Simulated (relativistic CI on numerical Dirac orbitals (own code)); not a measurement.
# One change at a time: Tb II

Base calculation: Dirac-Coulomb-Breit CI, KLI orbitals optimised for each configuration, model QED, valence Slater integrals scaled by 0.85, P86 correlation energy added to each configuration.

Configurations in the expansion (outside the closed core [Xe]): 4f⁹6s, 4f⁹6p, 4f⁸6s², 4f⁹5d, 4f⁹6d, 4f⁹6f, 4f⁹7s, 4f¹⁰, 4f⁹8s, 4f⁸7s². The list is cut by size and lacks configurations that can hold low levels.

Variants: (1) self-excluded LDA correlation estimate; (2) valence Slater integrals scaled by 0.75. Shifts of the energy above 4f⁸6s² ⁷F6, in cm⁻¹, for the lowest level and the first level of each name with at least 55 % of one term (blank where a level changes its place among those of its configuration and J or its character, or is not in the variant):

| Level | Base | Δ(1) | Δ(2) |
| --- | --- | --- | --- |
| 4f⁸6s² ⁷F6 | 0.0 | 0.0 | 0.0 |
| 4f⁸6s² ⁷F5 | 2057.7 | 0.0 | +41.2 |
| 4f⁸6s² ⁷F4 | 3288.0 | 0.0 | -20.2 |
| 4f⁸6s² ⁷F3 | 4261.8 | 0.0 | -19.3 |
| 4f⁸6s² ⁷F2 | 4943.3 | 0.0 | -30.8 |
| 4f⁸6s² ⁷F1 | 5396.3 | 0.0 | -29.6 |
| 4f⁸6s² ⁷F0 | 5617.3 | 0.0 | -31.3 |
| 4f⁹6s ⁷H°8 | 6968.3 | -515.6 | -2140.5 |
| 4f⁹6s ⁵H°7 | 8314.5 | -513.6 | -2283.0 |
| 4f⁹6s ⁷H°7 | 10182.8 | -514.7 | -2170.6 |
| 4f⁹6s ⁷H°6 | 10783.3 | -514.8 | -2179.2 |
| 4f⁹6s ⁷H°5 | 12447.3 | -515.4 | -2197.2 |
| 4f⁹6s ⁵H°6 | 12534.3 | -513.9 | -2296.6 |
| 4f⁹6s ⁷H°4 | 13715.8 | -515.7 | -2208.1 |
| 4f⁹6s ⁵H°5 | 14362.1 | -513.5 | -2379.2 |
| 4f⁹6s ⁷F°6 | 14495.1 | -518.0 | -2741.9 |
| 4f⁹6s ⁷H°3 | 14682.2 | -516.0 | -2210.5 |
| 4f⁹6s ⁷F°5 | 15348.8 | -516.7 | -2839.0 |
| 4f⁹6s ⁷H°2 | 15378.6 | -516.1 | -2216.3 |
| 4f⁹6s ⁵H°4 | 15795.1 | -513.3 | -2398.6 |
| 4f⁹5d ⁷H°8 | 16184.9 | -1345.4 | -1518.2 |
| 4f⁹6s ⁵F°5 | 16349.6 | -513.6 | -3001.5 |

Correlation outside the listed configurations is missing or only estimated: errors of thousands of cm⁻¹ between configurations and terms are usual at this charge. Rates and lifetimes follow the computed energies and can be off by large factors. The fine structure of a lone outer electron comes out too small, for d and f at times inverted, and misplaced configurations move strength between like terms. 4 of the 21 excited levels that our extract of the measured tables holds in this range could be paired (the sources list more); they are missed by 2840 cm⁻¹ on average and 3046 at most, and levels without a partner can miss by more. Some levels of the ground configuration have no partner and can miss by 10 % or more. The computed lowest level isn't the tabulated ground level, which NIST ASD gives as 4f9 (6H*<15/2>) 6s<1/2> (15/2,1/2)°8.

Ionisation energy from the two ground configurations alone: base 11.09 eV; self-excluded LDA correlation estimate 11.22 eV; valence Slater integrals scaled by 0.75 11.09 eV. The NIST ASD value (semi-empirical) is 11.513 eV. The gap of more than 2 % comes from missing correlation, or from a tabulated value that is itself an estimate.
